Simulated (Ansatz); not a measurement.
Reaction (SMILES): [Cl][Ge] (Cl-Ge) → Cl atom + Ge atom
B3LYP-D3(BJ)/def2-TZVP geometries, fixed; electronic energies without zero-point terms.

The atomisation energy at CCSD(T) with Ansatz (an electronic-structure program), in kcal/mol, split into its Hartree-Fock and correlation parts. Cores are frozen (with 3d on Ga to Br). Open shells are unrestricted. No added dispersion term, no relativity. Functions are those of the species that has most.

| basis | X | functions | Hartree-Fock | CCSD(T) |
|---|---|---|---|---|
| aug-cc-pV(D+d)Z | 2 | 68 | 61.69 | 84.49 |
| aug-cc-pV(T+d)Z | 3 | 114 | 63.13 | 90.33 |
| aug-cc-pV(Q+d)Z | 4 | 182 | 63.35 | 93.09 |

Worked estimate of the basis-set limit from each neighbouring pair, with Hartree-Fock from the larger set and the correlation part extrapolated as X^-3.
Correlation parts: X = 2: 22.80, X = 3: 27.20, X = 4: 29.74.
- (2,3): (27·(27.20) - 8·(22.80))/19 = 29.05; with Hartree-Fock 63.13 the estimate is 92.18 kcal/mol.
- (3,4): (64·(29.74) - 27·(27.20))/37 = 31.59; with Hartree-Fock 63.35 the estimate is 94.94 kcal/mol.
The last two estimates differ by 2.76 kcal/mol; the largest set lies 1.85 from the last. Over the last step Hartree-Fock moves by 0.22 and the correlation part by 2.54.
